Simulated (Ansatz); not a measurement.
`C[CH2][Mg][Br]` + HCl → `C[CH2][Mg][Cl]` + HBr at 298.15 K and 1 bar (ligand exchange at a Mg–Br bond).

Isolated molecules relaxed with PBE0-D4/def2-TZVP in Ansatz; ΔE leaves out vibrations. CBS: MP2 limit from def2 TZ/QZ plus the TZ coupled-cluster correction, frozen cores. This one scheme is used for every species. For Br, Mg outer-core shells are correlated without core-valence functions, which leaves a few kJ/mol of doubt a bond. Scalar relativity is left out up to krypton. Each species was taken in one conformer, which may not be the lowest.

```
         species  CCSD(T)/CBS energy (Eh)  H − E (kJ/mol)  S (J/(mol·K))
`C[CH2][Mg][Br]`              -2852.39929           189.5          346.8
             HCl               -460.38127            26.6          186.8
`C[CH2][Mg][Cl]`               -738.85772           189.9          335.2
             HBr              -2573.91920            24.6          198.6
```

H − E and S are ideal-gas, rigid-rotor, harmonic terms from PBE0-D4/def2-TZVP, for one conformer and one mirror image of each species. 1 Eh = 2625.50 kJ/mol, R = 8.31446 J/(mol·K).

Q: By hand: ΔE, ΔH, ΔS and ΔG.

A: ΔE = (-738.85772) + (-2573.91920) − (-2852.39929) − (-460.38127) = 0.00364 Eh = 9.6 kJ/mol. Δ(H − E) = 189.9 + 24.6 − 189.5 − 26.6 = -1.6, so ΔH = 8.0 kJ/mol. ΔS = 335.2 + 198.6 − 346.8 − 186.8 = 0.2 J/(mol·K). ΔG = 8.0 − 298.15 × (0.2)/1000 = 7.9 kJ/mol.

Q: By hand: the equilibrium constant, and the temperature at which ΔG would vanish if ΔH and ΔS stayed fixed.

A: log₁₀ K = −ΔG/(RT ln 10) = -1.4. ΔG = 0 at ΔH/ΔS = 40000 K, far beyond where these terms or the molecules hold.

The number of gas molecules stays the same, so ΔS is small and ΔH decides. A doubt of 5 kJ/mol in ΔE shifts log₁₀ K by 0.9 here. Other conformers and mirror images would add mixing entropy, several J/(mol·K) or more a flexible species. These are equilibria of isolated gas molecules and say nothing of rates. Largest T1 diagnostic: 0.008 (customary marks: 0.02 for closed shells, 0.045 for open ones).
